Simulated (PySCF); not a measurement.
Calculated NMR data

Theory: PBE0-D3(BJ)/def2-SVP structure, NMR shieldings at PBE0/pcSseg-1/GIAO, in PySCF 2.14 (one computed conformer, fast rotation and ring inversion assumed for equivalent nuclei, non-relativistic, no solvent).

Referencing at the same level of theory: $^{1}$H (σ = 31.27 ppm) and $^{13}$C (σ = 184.41 ppm) vs TMS. Where no couplings were computed, multiplicities follow the n + 1 count of equivalent neighbours, and m marks all less simple cases (inequivalent or close neighbours, rings, F or P nearby). Carbons bonded to boron are broad in practice. Shifts are as computed. Against solution values, carbons near 30 ppm lie about +2 ppm off and those near 130 ppm about +5 ppm. Of 1313 compounds with measured shifts, 239 miss one by over three times the rms of a fit or turn the order of signals round; such compounds aren't used in these exercises.

**1.** SMILES COB(CC(=O)O[SiH3])OC, C₄H₁₁BO₄Si. $^{1}$H NMR (500 MHz, computed): δ 4.72 (s, 3H), 3.78 (s, 6H), 2.03 (s, 2H). $^{13}$C{$^{1}$H} NMR (computed): δ 177.9 (C), 52.5 (CH3), 25.1 (CH2).

**2.** SMILES C=CCB(C)c1ccco1, C₈H₁₁BO. $^{1}$H NMR (500 MHz, computed): δ 7.74 (m, 1H), 7.59 (m, 1H), 6.68 (m, 1H), 5.90 (m, 1H), 5.37 (m, 1H), 5.29 (m, 1H), 2.62 (d, 2H), 0.92 (s, 3H). $^{13}$C{$^{1}$H} NMR (computed): δ 167.9, 153.8, 141.1, 135.0, 127.4, 117.2, 31.8, 8.6.
